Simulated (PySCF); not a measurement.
Job file and geometry (Å, from GFN2-xTB) of an NMR shielding run on SMILES FB(F)[C@@H]1[C@H](F)[C@H]1S, C₃H₄BF₃S, GIAO PBE0/pcSseg-1 NMR shielding, non-relativistic, gas phase (PySCF); density fitting, a coarse starting grid and PySCF grid level 2 are the driver's defaults:

```
$ OMP_NUM_THREADS=1 python probes_run.py task.json out

{"job": {"kind": "nmr", "xc": "PBE0", "basis": "pcSseg-1"}, "charge": 0, "multiplicity": 1}
F      1.711934     1.153764    -1.339634
B      1.632324     0.793425    -0.078275
F      2.615289     1.226090     0.682582
C      0.440686    -0.022805     0.503699
C     -0.111491    -1.251396    -0.190292
F      0.472004    -1.670929    -1.337707
C     -0.906332    -0.003557    -0.215469
S     -2.418639     0.048726     0.752041
H      0.390908    -0.082963     1.585413
H     -0.424086    -2.099398     0.407159
H     -0.961231     0.535743    -1.151110
H     -2.440167     1.372614     0.899696
```

Q: Write the output of this run.

A: 
```
coarse grid: 11712 points
cycle   1  E = -838.5899223217  dE =  1.184e+00  |g| = 7.298e-01  |ddm| = 3.205e+00
cycle   2  E = -838.5248775595  dE =  6.504e-02  |g| = 1.023e+00  |ddm| = 1.009e+00
cycle   3  E = -838.6769231465  dE = -1.520e-01  |g| = 7.138e-02  |ddm| = 5.962e-01
cycle   4  E = -838.6778283596  dE = -9.052e-04  |g| = 3.472e-02  |ddm| = 8.613e-02
cycle   5  E = -838.6780954454  dE = -2.671e-04  |g| = 7.092e-03  |ddm| = 3.569e-02
cycle   6  E = -838.6781052481  dE = -9.803e-06  |g| = 2.600e-03  |ddm| = 9.460e-03
final grid: 112880 points
cycle   7  E = -838.7417644142  dE = -6.033e-05  |g| = 1.024e-02  |ddm| = 2.741e-02
cycle   8  E = -838.7417428828  dE =  2.153e-05  |g| = 1.445e-02  |ddm| = 2.101e-02
cycle   9  E = -838.7417861837  dE = -4.330e-05  |g| = 1.168e-03  |ddm| = 1.263e-02
cycle  10  E = -838.7417864209  dE = -2.371e-07  |g| = 2.808e-04  |ddm| = 1.321e-03
cycle  11  E = -838.7417864334  dE = -1.250e-08  |g| = 7.208e-05  |ddm| = 2.475e-04
cycle  12  E = -838.7417864343  dE = -8.947e-10  |g| = 2.094e-05  |ddm| = 7.186e-05
converged SCF energy = -838.7417864343

GIAO shielding tensors (ppm)
atom      isotropic    diamagn.    paramagn.     s11        s22        s33       span
  0 F      247.207     469.559    -222.352     73.260    290.607    377.754    304.494
  1 B       74.151     192.334    -118.182     49.419     81.668     91.367     41.948
  2 F      233.595     466.451    -232.856     49.950    293.276    357.557    307.607
  3 C      164.766     257.820     -93.054    125.250    151.415    217.635     92.385
  4 C      105.652     244.032    -138.380     55.938     80.798    180.220    124.283
  5 F      397.500     470.972     -73.471    375.749    383.802    432.950     57.201
  6 C      160.725     252.898     -92.173    132.098    149.938    200.138     68.040
  7 S      552.774    1054.580    -501.805    363.623    504.386    790.314    426.690
  8 H       31.249      32.066      -0.817     24.841     29.850     39.056     14.215
  9 H       26.933      29.937      -3.004     21.752     27.691     31.356      9.604
 10 H       28.848      31.396      -2.548     21.175     28.955     36.413     15.238
 11 H       29.249      29.174       0.075     21.595     27.386     38.766     17.171
```

Size and cost of the density-fitted run: 163 basis functions, 33 s wall time on 1 thread of an Arm Neoverse N1, shared host.
